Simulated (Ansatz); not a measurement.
A structure relaxed at PBE0-D4/def2-TZVPD in Ansatz, charge -1, singlet:

```tsv
atom	x (Å)	y (Å)	z (Å)
Li1	-1.4887	-0.6903	0.4733
Li2	1.4527	0.7976	-0.4195
Li3	-3.4990	-1.8577	1.0339
Li4	3.5543	1.6941	-1.1162
H5	-2.1326	-1.7903	2.0150
H6	3.0533	0.1120	-1.4006
H7	-3.2670	-0.9899	-0.3901
H8	-0.0556	0.1599	0.0797
H9	2.3825	2.5645	-0.2754
```

**Question.** Give its formula and point group.

**Answer.** the cluster Li₄H₅⁻. Point group Cs (tolerance 0.1 Å).

**Question.** Summarise the bond lengths by kind (pairs closer than 1.2 times the sum of covalent radii, bridged metal pairs left out).

**Answer.** 2 × Li–Li 2.39 Å; 6 × H–Li 1.68 to 1.71 Å.

Another isomer (singlet) lies 1.22 eV lower at PBE0-D4/def2-TZVPD; other spin states weren't run for this one.
